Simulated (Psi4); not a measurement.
H₄Ge (SMILES [GeH4]), singlet, at a GFN2-xTB geometry; PBE/6-311G** run with Psi4.

Here is a job for Psi4.
```
memory 2 GB

molecule {
0 1
Ge    0.00000000   -0.00000000    0.00000000
H    -0.59006963   -0.86482524   -1.04966053
H     0.55512279   -0.84636567    1.08323401
H    -1.04872747    0.88859607    0.55539157
H     1.08367430    0.82259483   -0.58896505
}

set {
  basis 6-311g**
}

energy('pbe')
print_variables()
```

Question: Predict the main parts of the log of this Psi4 run.

Answer: 
```
   => Loading Basis Set <=

    Name: 6-311G**
    Role: ORBITAL
    Keyword: BASIS

         ---------------------------------------------------------
                                   SCF
               by Justin Turney, Rob Parrish, Andy Simmonett
                          and Daniel G. A. Smith
                              RKS Reference
         ---------------------------------------------------------

  ==> Geometry <==

    Molecular point group: cs
    Full point group: Td

    Geometry (in Angstrom), charge = 0, multiplicity = 1:

       Center              X                  Y                   Z               Mass
    ------------   -----------------  -----------------  -----------------  -----------------
         GE          -0.000000000183     0.000000000002     0.000000000000    73.921177761000
         H            1.020350394143    -1.075535757205     0.000000000000     1.007825032230
         H            0.166895624575     0.839509705124    -1.210479815737     1.007825032230
         H            0.166895624575     0.839509705124     1.210479815737     1.007825032230
         H           -1.354141629893    -0.603483653158     0.000000000000     1.007825032230

  Running in cs symmetry.

  Rotational constants: A =      2.85388  B =      2.85388  C =      2.85388 [cm^-1]
  Rotational constants: A =  85557.27863  B =  85557.27852  C =  85557.27845 [MHz]
  Nuclear repulsion =   47.000096894568401

  Charge       = 0
  Multiplicity = 1
  Electrons    = 36
  Nalpha       = 18
  Nbeta        = 18

  ==> Algorithm <==

  SCF Algorithm Type is DF.
  DIIS enabled.
  MOM disabled.
  Fractional occupation disabled.
  Guess Type is SAD.
  Energy threshold   = 1.00e-06
  Density threshold  = 1.00e-06
  Integral threshold = 1.00e-12

  ==> Primary Basis <==

  Basis Set: 6-311G**
    Blend: 6-311G**
    Number of shells: 34
    Number of basis functions: 68
    Number of Cartesian functions: 71
    Spherical Harmonics?: true
    Max angular momentum: 2

  ==> DFT Potential <==

   => LibXC <=

    Version 7.1.2
    S. Lehtola, C. Steigemann, M. J. T. Oliveira, and M. A. L. Marques,  SoftwareX 7, 1–5 (2018) (10.1016/j.softx.2017.11.002)

   => Composite Functional: PBE <=

    PBE GGA Exchange-Correlation Functional

    J.P. Perdew et. al., Phys. Rev. Lett., 77(18), 3865-3868, 1996

    Deriv               =              1
    GGA                 =           TRUE
    Meta                =          FALSE

    Exchange Hybrid     =          FALSE
    MP2 Hybrid          =          FALSE

   => Exchange Functionals <=

    1.0000     XC_GGA_X_PBE

   => Correlation Functionals <=

    1.0000     XC_GGA_C_PBE

   => LibXC Density Thresholds  <==

    XC_GGA_C_PBE:  1.00E-12
    XC_GGA_X_PBE:  1.00E-15

   => Molecular Quadrature <=

    Radial Scheme          =       TREUTLER
    Pruning Scheme         =           NONE
    Nuclear Scheme         =       TREUTLER

    Blocking Scheme        =         OCTREE
    BS radius alpha        =              1
    Pruning alpha          =              1
    Radial Points          =             75
    Spherical Points       =            302
    Total Points           =         109553
    Total Blocks           =            883
    Max Points             =            256
    Max Functions          =             68
    Weights Tolerance      =       1.00E-15

   => Loading Basis Set <=

    Name: (6-311G** AUX)
    Role: JKFIT
    Keyword: DF_BASIS_SCF

  ==> Integral Setup <==

  SCF_SUBTYPE=INCORE selected. In-core MEM_DF algorithm will be used.
  Using in-core AOs.

  ==> MemDFJK: Density-Fitted J/K Matrices <==

    J tasked:                   Yes
    K tasked:                    No
    wK tasked:                   No
    Algorithm:                 Core
    Schwarz Cutoff:           1E-12
    Mask sparsity (%):       0.0000
    Fitting Condition:        1E-10

   => Auxiliary Basis Set <=

  Basis Set: (6-311G** AUX)
    Blend: CC-PVTZ-JKFIT
    Number of shells: 91
    Number of basis functions: 327
    Number of Cartesian functions: 409
    Spherical Harmonics?: true
    Max angular momentum: 4

  Minimum eigenvalue in the overlap matrix is 8.9821589330E-03.
  Reciprocal condition number of the overlap matrix is 1.8828406312E-03.
    Using symmetric orthogonalization.

  ==> Pre-Iterations <==

  SCF Guess: Superposition of Atomic Densities via on-the-fly atomic UHF (no occupation information).

   -------------------------
    Irrep   Nso     Nmo
   -------------------------
     A'        47      47
     A"        21      21
   -------------------------
    Total      68      68
   -------------------------

  ==> Iterations <==

                           Total Energy        Delta E     RMS |[F,P]|

   @DF-RKS iter SAD: -2076.08056650859680   -2.07608e+03   0.00000e+00
   @DF-RKS iter   1: -2076.96162153157184   -8.81055e-01   7.01633e-02 DIIS/ADIIS
   @DF-RKS iter   2: -2031.17349773860929    4.57881e+01   2.52977e-01 ADIIS
   @DF-RKS iter   3: -2076.33338704921061   -4.51599e+01   9.09784e-02 DIIS/ADIIS
   @DF-RKS iter   4: -2079.00799646091764   -2.67461e+00   2.20783e-03 DIIS/ADIIS
   @DF-RKS iter   5: -2079.01332188567949   -5.32542e-03   1.35430e-03 DIIS/ADIIS
   @DF-RKS iter   6: -2079.01697121379129   -3.64933e-03   2.28582e-04 DIIS/ADIIS
   @DF-RKS iter   7: -2079.01699975787369   -2.85441e-05   6.65715e-06 DIIS
   @DF-RKS iter   8: -2079.01699982690798   -6.90343e-08   1.14330e-06 DIIS
   @DF-RKS iter   9: -2079.01699982855052   -1.64255e-09   1.44884e-07 DIIS
  Energy and wave function converged.

  ==> Post-Iterations <==

   Electrons on quadrature grid:
      Ntotal   =   35.9999954374 ; deviation = -4.563e-06

    Orbital Energies [Eh]
    ---------------------

    Doubly Occupied:

[...]
    Virtual:

[...]
    Final Occupation by Irrep:
             Ap   App
    DOCC [    13,    5 ]
    NA   [    13,    5 ]
    NB   [    13,    5 ]

  @DF-RKS Final Energy: -2079.01699982855052

   => Energetics <=

    Nuclear Repulsion Energy =             47.0000968945684008
    One-Electron Energy =               -2990.3626962400903722
    Two-Electron Energy =                 944.5257761759677351
    DFT Exchange-Correlation Energy =     -80.1801766589960465
    Empirical Dispersion Energy =           0.0000000000000000
    VV10 Nonlocal Energy =                  0.0000000000000000
    Total Energy =                      -2079.0169998285505244

Computation Completed

Properties will be evaluated at   0.000000,   0.000000,   0.000000 [a0]

Properties computed using the SCF density matrix

 Multipole Moments:

 ------------------------------------------------------------------------------------
     Multipole            Electronic (a.u.)      Nuclear  (a.u.)        Total (a.u.)
 ------------------------------------------------------------------------------------

 L = 1.  Multiply by 2.5417464519 to convert [e a0] to [Debye]
 Dipole X            :          0.0000007            0.0000000            0.0000007
 Dipole Y            :          0.0000001           -0.0000000            0.0000001
 Dipole Z            :          0.0000000            0.0000000            0.0000000
 Magnitude           :                                                    0.0000007

 ------------------------------------------------------------------------------------

  Variable Map:
  ----------------------------------------------------------------------------
[...]
  Array Variable Map:
  ----------------------------------------------------------------------------
[...]
[...]
```
